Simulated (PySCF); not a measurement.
Isomers of C5H9ClO, mass 120.034 u with the commonest isotopes. Method used: PBE0/pcSseg-1 in PySCF (dipole) on a GFN2-xTB geometry, gas phase. One conformer each, none proved a minimum here; rigid rotors.

Question: Order these by radius of gyration √(Σ m r²/M), smallest first.
A. `[CH3:1][O:2]/[CH:3]=[CH:4]/[C@H:5]([CH3:6])[Cl:7]` with C1–O2–C3–C4 2°, C3–C4–C5–C6 -135°
B. `[CH3:1][CH2:2][CH2:3][CH2:4][C:5](=[O:6])[Cl:7]` with C1–C2–C3–C4 180°, C2–C3–C4–C5 180°, C3–C4–C5–O6 0°
C. `[Cl:1][CH2:2][C@H:3]1[CH2:4][CH2:5][O:6][CH2:7]1` with Cl1–C2–C3–C4 66°, C2–C3–C4–C5 103°, C3–C4–C5–O6 -9°, C4–C5–O6–C7 32°, C5–O6–C7–C3 -41°
D. `[CH3:1]/[CH:2]=[C:3](/[CH2:4][OH:5])[CH2:6][Cl:7]` with C2–C3–C4–O5 -121°, C3–C4–O5–H 63°, C2–C3–C6–Cl7 -83°
E. pivaloyl chloride (`CC(C)(C)C(=O)Cl`)

Answer: E (1.827 Å), C (2.007 Å), D (2.059 Å), A (2.246 Å), B (2.437 Å).

Question: Order these by rotational constant A, smallest first.
A. `[CH3:1][CH2:2][CH2:3][CH2:4][C:5](=[O:6])[Cl:7]` with C1–C2–C3–C4 180°, C2–C3–C4–C5 180°, C3–C4–C5–O6 0°
B. `[Cl:1][CH2:2][C@H:3]1[CH2:4][CH2:5][O:6][CH2:7]1` with Cl1–C2–C3–C4 66°, C2–C3–C4–C5 103°, C3–C4–C5–O6 -9°, C4–C5–O6–C7 32°, C5–O6–C7–C3 -41°
C. `[CH3:1][O:2]/[CH:3]=[CH:4]/[C@H:5]([CH3:6])[Cl:7]` with C1–O2–C3–C4 2°, C3–C4–C5–C6 -135°
D. `C(Cl)(C(C)(C)C)=O` (pivaloyl chloride)
E. `[CH3:1]/[CH:2]=[C:3](/[CH2:4][OH:5])[CH2:6][Cl:7]` with C2–C3–C4–O5 -121°, C3–C4–O5–H 63°, C2–C3–C6–Cl7 -83°

Answer: E (2217 MHz), D (3009 MHz), C (4072 MHz), B (5035 MHz), A (6633 MHz).

Question: Order these by rotational constant C, smallest first.
A. `[CH3:1]/[CH:2]=[C:3](/[CH2:4][OH:5])[CH2:6][Cl:7]` with C2–C3–C4–O5 -121°, C3–C4–O5–H 63°, C2–C3–C6–Cl7 -83°
B. `CC(C)(C)C(=O)Cl` (pivaloyl chloride)
C. `[CH3:1][O:2]/[CH:3]=[CH:4]/[C@H:5]([CH3:6])[Cl:7]` with C1–O2–C3–C4 2°, C3–C4–C5–C6 -135°
D. `[CH3:1][CH2:2][CH2:3][CH2:4][C:5](=[O:6])[Cl:7]` with C1–C2–C3–C4 180°, C2–C3–C4–C5 180°, C3–C4–C5–O6 0°
E. `[Cl:1][CH2:2][C@H:3]1[CH2:4][CH2:5][O:6][CH2:7]1` with Cl1–C2–C3–C4 66°, C2–C3–C4–C5 103°, C3–C4–C5–O6 -9°, C4–C5–O6–C7 32°, C5–O6–C7–C3 -41°

Answer: D (715.4 MHz), C (887.3 MHz), A (1050 MHz), E (1110 MHz), B (1464 MHz).

```
           SMILES  point group  Ia (u·Å²)  Ib (u·Å²)  Ic (u·Å²)      κ  μa (D)  μb (D)  μc (D)
  CC(C)(C)C(=O)Cl           Cs     167.93     288.20     345.24  -0.63    2.45    1.88    0.00
   ClC[C@H]1CCOC1           C1     100.37     411.07     455.33  -0.94    0.97    0.24    1.02
CO/C=C/[C@H](C)Cl           C1     124.12     516.96     569.58  -0.94    1.68    1.81    0.58
      CCCCC(=O)Cl           Cs      76.19     642.77     706.47  -0.98    2.56    1.79    0.00
    C/C=C(/CO)CCl           C1     227.91     308.70     481.37   0.01    1.14    2.85    0.80
```
